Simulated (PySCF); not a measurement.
IH2, doublet: molecular constants

Level of theory: UPBE0/[I def2-TZVP with ECP28, H def2-TZVP], scalar-relativistic core potentials, density fitting, no spin–orbit coupling, PySCF.

The structure is a minimum.

Z-matrix (Å, degrees; charge 0 multiplicity 2):
```
I
H  1 1.7920
H  1 1.7920 2 154.60
```

```
Point group                                                                   : C2v
Bond lengths                                                                  : I–H 1.792 Å (×2)
Bond angles                                                                   : H–I–H 154.6°
Zero-point energy                                                             : 15.0 kJ/mol
Principal polarisabilities                                                    : 25.6, 26.5, 56.2 bohr³
Enthalpy at 298.15 K above 0 K                                                : 11.59 kJ/mol
Heat capacity Cp at 298.15 K                                                  : 45.3 J/(mol K)
Principal quadrupole moments (Buckingham, traceless) about the centre of mass : -1.75, -0.96, 2.71 D Å
Spin squared ⟨S²⟩                                                             : 0.769
Entropy at 298.15 K and 1 bar (electronic part: spin only)                    : 237.1 J/(mol K)
Dipole moment                                                                 : 0.09 D
Highest occupied level (α)                                                    : -6.80 eV
Rotational symmetry number                                                    : 2
Atomisation energy without zero-point energy                                  : 313 kJ/mol
Rotational constants                                                          : 54.72, 2.737, 2.606 cm⁻¹
Lowest empty level (β)                                                        : -3.15 eV
```

Harmonic modes (masses in u: I 126.904, H 1.008):
```
symmetry  ω (cm⁻¹)  IR (km/mol)
      b2       276          305
      a1       557          0.9
      a1      1671          0.1
```

In C2v the vibrations span b2 + 2a1. Here b1 is antisymmetric to the molecular plane and b2 lies in it.

Charges (e):
| atom | Mulliken | Löwdin | polar tensor | spin (Mulliken) | Mayer order to I1 |
| --- | --- | --- | --- | --- | --- |
| I1 | -0.09 | 0.00 | 0.25 | 0.06 | – |
| H2,3 | 0.04 | 0.00 | -0.13 | 0.47 | 0.65 |

Mulliken populations on I1 (electrons outside its core potential): s 3.95, p 11.01, d 10.12, f 0.01.

Only a few start shapes were tried, so a lower isomer may exist. No spin–orbit coupling is included, which matters more the heavier the element.

The final relaxation and frequency run took roughly 27 core-seconds on a shared host.
